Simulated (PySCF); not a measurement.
# `C[SiH2][SiH2][SiH2][SiH2]C[SiH3]`: 4 charge schemes on one density

Species: C₂H₁₆Si₅.
Cartesian coordinates in Å at the GFN2-xTB level; atoms count from 1:
```
atom  x, y, z in Å
C1    -3.386    0.882    0.493
Si2   -2.993   -0.943    0.849
Si3   -1.775   -1.847   -0.901
Si4    0.230   -0.762   -1.354
Si5    1.752   -0.745    0.391
C6     3.307    0.292    0.019
Si7    3.032    2.165   -0.102
H8    -4.036    0.985   -0.372
H9    -3.883    1.356    1.334
H10   -2.480    1.447    0.290
H11   -2.228   -0.986    2.106
H12   -4.271   -1.607    1.147
H13   -1.492   -3.261   -0.598
H14   -2.612   -1.940   -2.110
H15   -0.086    0.621   -1.758
H16    0.868   -1.306   -2.567
H17    2.205   -2.108    0.723
H18    1.152   -0.221    1.628
H19    4.054    0.101    0.790
H20    3.746   -0.059   -0.916
H21    2.114    2.461   -1.205
H22    4.311    2.839   -0.347
H23    2.467    2.664    1.154
```

Density: PBE0/pcSseg-1 (PySCF); schemes: Mulliken, IAO, Hirshfeld and ESP-fitted. One conformer (not necessarily the lowest) at the GFN2-xTB geometry, without solvent, vibrations or thermal averaging.

Problem. Give the atomic charges in each scheme.

Solution. In e:

```tsv
atom	environment	Mulliken	IAO	Hirshfeld	ESP-fitted
C1	Si-methyl carbon	-0.616	-0.702	-0.211	-0.448
Si2	SiH2 silicon	+0.346	+0.479	+0.252	+0.445
Si3	SiH2 silicon	+0.004	+0.138	+0.143	-0.049
Si4	SiH2 silicon	-0.014	+0.134	+0.143	+0.178
Si5	SiH2 silicon	+0.353	+0.469	+0.244	+0.326
C6	sp3 carbon bound to silicon	-0.840	-0.807	-0.242	-0.463
Si7	SiH3 silicon	+0.494	+0.605	+0.310	+0.447
H8	methyl hydrogen	+0.141	+0.155	+0.041	+0.112
H9	methyl hydrogen	+0.146	+0.159	+0.045	+0.120
H10	methyl hydrogen	+0.144	+0.153	+0.039	+0.096
H11	Si–H hydrogen	-0.057	-0.110	-0.082	-0.134
H12	Si–H hydrogen	-0.052	-0.103	-0.077	-0.119
H13	Si–H hydrogen	-0.024	-0.086	-0.079	-0.052
H14	Si–H hydrogen	-0.020	-0.080	-0.073	-0.024
H15	Si–H hydrogen	-0.022	-0.086	-0.076	-0.072
H16	Si–H hydrogen	-0.015	-0.078	-0.072	-0.071
H17	Si–H hydrogen	-0.044	-0.103	-0.080	-0.114
H18	Si–H hydrogen	-0.042	-0.108	-0.079	-0.095
H19	methylene hydrogen	+0.178	+0.167	+0.046	+0.144
H20	methylene hydrogen	+0.174	+0.162	+0.042	+0.124
H21	Si–H hydrogen	-0.077	-0.121	-0.078	-0.119
H22	Si–H hydrogen	-0.080	-0.116	-0.079	-0.120
H23	Si–H hydrogen	-0.077	-0.120	-0.078	-0.112
```

Mean size of the charges over all atoms: IAO 0.228 e, ESP-fitted 0.173 e, Mulliken 0.172 e, Hirshfeld 0.114 e. Each set sums to the total charge, 0, to within 0.001 e. The Mulliken scheme gives each basis function's population to the atom it is centred on and halves the overlap population of two atoms between them. The ESP scheme fits charges at the nuclei, held to the total charge, to the electrostatic potential on points at 1.4 to 2.0 times the van der Waals radii.

Lowest charge. All schemes agree: Mulliken C6 (-0.840); IAO C6 (-0.807); Hirshfeld C6 (-0.242); ESP-fitted C6 (-0.463).

Highest charge. All schemes agree: Mulliken Si7 (+0.494); IAO Si7 (+0.605); Hirshfeld Si7 (+0.310); ESP-fitted Si7 (+0.447).

Problem. How many electrons does the ESP-fitted scheme count on Si7?

Solution. Z − q = 14 − (+0.447) = 13.553.

Problem. How closely do the schemes follow one another over all atoms?

Solution. Correlation coefficient and root-mean-square difference: Mulliken with IAO 0.98, 0.074 e; IAO with ESP-fitted 0.97, 0.111 e; Hirshfeld with ESP-fitted 0.94, 0.104 e; IAO with Hirshfeld 0.93, 0.189 e; Mulliken with ESP-fitted 0.93, 0.106 e; Mulliken with Hirshfeld 0.84, 0.175 e.
